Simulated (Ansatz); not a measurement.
The cluster Cu₅⁺. The state is a triplet with charge 1. Geometry PBE-D4/def2-SVP; atoms count from 1.

| atom | x (Å) | y (Å) | z (Å) |
| --- | --- | --- | --- |
| Cu1 | 0.622 | 1.791 | 0.168 |
| Cu2 | -0.610 | -1.760 | -0.389 |
| Cu3 | -1.287 | 0.536 | -0.569 |
| Cu4 | -0.076 | -0.183 | 1.337 |
| Cu5 | 1.350 | -0.383 | -0.546 |

At PBE0-D4/def2-TZVP a singlet of charge 1 lies 0.71 eV below the triplet, each at its own geometry. The structure comes from a short search, and lower isomers may exist.

(1) Estimate the Mulliken populations from the PBE0/def2-TZVP orbitals of Ansatz.

(2) Where does the spin sit?

(3) And the Mayer bond orders between heavy atoms (over 0.3)?

Results:

(1) 
```json
{"atom": "Cu1", "charge (e)": "0.18", "spin (α − β)": "0.44", "d electrons": "9.88"}
{"atom": "Cu2", "charge (e)": "0.18", "spin (α − β)": "0.44", "d electrons": "9.88"}
{"atom": "Cu3", "charge (e)": "0.16", "spin (α − β)": "0.49", "d electrons": "9.85"}
{"atom": "Cu4", "charge (e)": "0.33", "spin (α − β)": "0.13", "d electrons": "9.85"}
{"atom": "Cu5", "charge (e)": "0.16", "spin (α − β)": "0.49", "d electrons": "9.85"}
```
Mulliken values depend strongly on the basis.

(2) Summed by element: Cu 2.00, of 2 unpaired in all. Largest on single atoms: Cu5 0.49, Cu3 0.49, Cu1 0.44.

(3) Cu1–Cu3 0.38 (2.40 Å); Cu1–Cu4 0.36 (2.40 Å); Cu1–Cu5 0.38 (2.40 Å); Cu2–Cu3 0.38 (2.40 Å); Cu2–Cu4 0.36 (2.40 Å); Cu2–Cu5 0.38 (2.40 Å); Cu3–Cu4 0.37 (2.37 Å); Cu4–Cu5 0.37 (2.37 Å).
